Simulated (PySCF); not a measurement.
A structure optimised at PBE0-D3(BJ)/def2-SVP, used in a PySCF frequency run:

```xyz
9

Te     0.4269    -0.2967     0.8126
Si    -0.0149    -2.1095    -0.8539
H      0.4927    -3.3778    -0.2543
H      0.6973    -1.8354    -2.1380
H     -1.4774    -2.2308    -1.1325
Ge    -0.6033     1.4673    -0.7401
H     -0.4924     2.8125    -0.0060
H      0.1741     1.5143    -2.0672
H     -2.0782     1.1266    -1.0161
```
Charge 0, spin multiplicity 1.

Task: Write its SMILES and formula.

Result: [SiH3][Te][GeH3], GeH6SiTe

Task: What are its rotational constants (standard atomic weights)?

Result: 3.1556, 1.3262, 0.95552 GHz
